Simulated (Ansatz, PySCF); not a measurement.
System: C$_{3}$Si, net charge 0, singlet state. SMILES: [C]1[c+]2[si-2][c+]21
Geometry from a B3LYP-D3(BJ)/def2-TZVP (Ansatz, a first-principles code) optimisation:
```
C
C 1 1.4301
C 2 1.4301 1 61.71
Si 1 1.8380 2 125.63 3 0.00
```

Quantity: vertical ionisation energy (to the doublet state of charge +1; each state is the SCF solution reached for its spin; for the singlet the Hartree-Fock reference is unstable and T1 is 0.016), in eV. Valence correlation only, unless marked. Open shells are spin-unrestricted. No spin-orbit coupling. No relativistic terms. CBS(X,Y): correlation extrapolated as X^-3; Hartree-Fock from the larger set. The bracket is a focal-point correction in the basis named.

| level | program | vertical ionisation energy (eV) |
|---|---|---|
| HF/aug-cc-pV(D+d)Z | Ansatz | 8.33 |
| HF/aug-cc-pV(T+d)Z | Ansatz | 8.30 |
| HF/aug-cc-pV(Q+d)Z | Ansatz | 8.30 |
| SVWN5/def2-TZVPD | Ansatz | 9.11 |
| PBE/def2-TZVPD | Ansatz | 8.95 |
| B3LYP/def2-TZVPD | Ansatz | 9.07 |
| B2PLYP/def2-TZVPD | Ansatz | 9.02 |
| MP2/aug-cc-pV(T+d)Z | Ansatz | 9.21 |
| RI-MP2/aug-cc-pV(Q+d)Z | Ansatz | 9.27 |
| RI-MP2/CBS(aug-cc-pV(T+d)Z,aug-cc-pV(Q+d)Z) | Ansatz | 9.31 |
| SCS-MP2/aug-cc-pV(D+d)Z | Ansatz | 9.05 |
| CCSD/aug-cc-pV(D+d)Z | Ansatz | 9.00 |
| CCSD/aug-cc-pV(T+d)Z | Ansatz | 9.12 |
| CCSD(T)/aug-cc-pV(T+d)Z | Ansatz | 9.12 |
| RI-MP2/CBS(aug-cc-pV(T+d)Z,aug-cc-pV(Q+d)Z)+[CCSD(T)-MP2]/aug-cc-pV(T+d)Z | Ansatz | 9.22 |

For comparison, minus the highest occupied orbital energy (PySCF): 9.81 eV at HF/def2-TZVPD, 7.55 eV at MN15/def2-TZVPD, 6.20 eV at TPSSh/def2-TZVPD.
